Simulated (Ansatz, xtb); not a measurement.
**Two isomers of C4H4N2OS2**

We compare I, `O/C=C(/S)c1ncns1`, a singlet, with II, `OCC(=S)c1ncns1`, a singlet. Both are isolated molecules in the gas phase, relaxed with PBE0-D3(BJ)/def2-SVP; each stands in its lowest conformer found.

Q: Which of the two would you expect CCSD(T)/def2-SVP + ΔMP2/def2-TZVPP electronic energies to favour?

A: Structure I; the calculation gives E(II) − E(I) = +9.5 kcal/mol.

How the difference moves with the method:

| level | geometry | E(II) − E(I) (kcal/mol) | departure from the last row (kcal/mol) | job, with rough time for the two |
| --- | --- | --- | --- | --- |
| PBE0-D3(BJ)/def2-SVP | PBE0-D3(BJ)/def2-SVP | +14.6 | +5.0 | optimisation, 3.5 min |
| HF/def2-SVP | PBE0-D3(BJ)/def2-SVP | +14.0 | +4.5 | part of the CCSD(T) run |
| MP2/def2-SVP | PBE0-D3(BJ)/def2-SVP | +9.8 | +0.2 | part of the CCSD(T) run |
| CCSD(T)/def2-SVP | PBE0-D3(BJ)/def2-SVP | +11.2 | +1.6 | single point |
| CCSD(T)/def2-SVP + ΔMP2/def2-TZVPP | PBE0-D3(BJ)/def2-SVP | +9.5 |  | single point, 7.8 min |

As drawn, II has 1 C–C, 1 C=S, 1 C–H in place of 1 C=C, 1 C–S, 1 S–H.

None of the levels shown reverses the order. The largest departure from CCSD(T)/def2-SVP + ΔMP2/def2-TZVPP is that of PBE0-D3(BJ)/def2-SVP, 5.0 kcal/mol. No reliable frequencies are at hand for I, so it isn't confirmed as a minimum. Levels run at GFN2-xTB geometries aren't shown. The last row adds to CCSD(T) the change of the MP2 difference between the two basis sets, here −1.6 kcal/mol.

The correlated steps freeze 17 core orbitals. Codes used: Ansatz 0.2.0, xtb 6.7.1; the last row on 2 threads of Intel(R) Xeon(R) Processor @ 2.50GHz (Skylake/Cascade Lake) on a shared host.
